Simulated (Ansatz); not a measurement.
Reactions of `OC1(F)[SiH2]S1`.

Program: Ansatz. Geometries: PBE0-D4/def2-TZVP. ΔE: electronic, gas phase. CCSD(T)/CBS is the MP2 limit (def2-TZVPP, def2-QZVPP) plus CCSD(T) − MP2 in def2-TZVPP, frozen cores. This one scheme is used for every species, atoms too. Functionals use def2-TZVPP. B3LYP here is the variant with VWN-RPA as its local correlation; programs differ in this. Open shells (•) are unrestricted, without spin–orbit coupling. Spin–orbit coupling would lower the free atoms: a little for C, F, O, S, Si. Each species was taken in one conformer, which may not be the lowest.

| reaction | CCSD(T)/CBS(def2) (kcal/mol) |
| --- | --- |
| `OC1(F)[SiH2]S1` → `O[Si@H]1S[C@H]1F` | ? |
| `OC1(F)[SiH2]S1` + SiH₄ → `OC1([SiH3])[SiH2]S1` + H–F | -16.4 |
| `OC1(F)[SiH2]S1` + CH₄ → `CC1(F)[SiH2]S1` + H₂O | -7.2 |
| `OC1(F)[SiH2]S1` + H₂ → `FC1[SiH2]S1` + H₂O | -18.5 |
| `OC1(F)[SiH2]S1` → C• + F• + 3 H• + O• + S• + Si• | 666.1 |
| `OC1(F)[SiH2]S1` + H₂ → `OC1[SiH2]S1` + H–F | ? |

(1) Fill in the missing values. (An estimate is asked.)

Largest T1 diagnostic: 0.014, for `OC1([SiH3])[SiH2]S1`.

Results:

(1) Ansatz gave: `OC1(F)[SiH2]S1` → `O[Si@H]1S[C@H]1F`: -38.4 kcal/mol; `OC1(F)[SiH2]S1` + H₂ → `OC1[SiH2]S1` + H–F: -21.0 kcal/mol.
